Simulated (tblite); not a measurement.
HSe (charge -1).
Atom-mapped SMILES: `[SeH-:1]` (hydrogens: H2 on Se1)

All values are computed: GFN2-xTB (tblite) harmonic vibrations without scaling, gas phase. Errors from tens to a few hundred cm⁻¹ against measured bands are possible. Modes of hydrogen on selenium can be 10 to 20 % off.

Harmonic wavenumbers (cm⁻¹): 2468.5.

B = 268584 MHz (linear); mass 80.924 u (most abundant isotopes); point group C∞v, symmetry number 1.

Question: Zero-point energy?

Answer: ½Σν̃ = 1234 cm⁻¹ = 14.77 kJ/mol.

Question: What is S at 350 K and 1 bar for an ideal gas of classical rigid rotors and harmonic oscillators?

Answer: Translation 166.98, rotation 35.76, vibration 0.00: S = 202.8 J/(mol K).

Question: And Cp and H(350 K) − H(0)?

Answer: Cp = 29.13 J/(mol K), of which vibrations give 0.03 (their classical limit is 1 R = 8.3); H(350 K) − H(0) = 10.19 kJ/mol without the zero-point energy, 0.00 from vibrations.

Question: How do the functions run with temperature in this model?

Answer: 
```
 T (K)  S (J/(mol K))  Cp (J/(mol K))  H − H(0) (kJ/mol)  G − H(0) (kJ/mol)  ln q(vib)
   150          178.1            29.1               4.37             -22.35       0.00
   250          193.0            29.1               7.28             -40.96       0.00
298.15          198.1            29.1               8.68             -50.38       0.00
   400          206.6            29.2              11.64             -71.01       0.00
   600          218.6            29.9              17.54            -113.61       0.00
   900          231.0            31.7              26.77            -181.16       0.02
```

q(vib) and H(0) count from the zero-point level.

Question: What must be added to the electronic energy to get the Gibbs energy at 350 K and 1 bar?

Answer: ZPE + [H(350 K) − H(0)] − T·S = 14.77 + 10.19 − 70.96 = -46.00 kJ/mol.
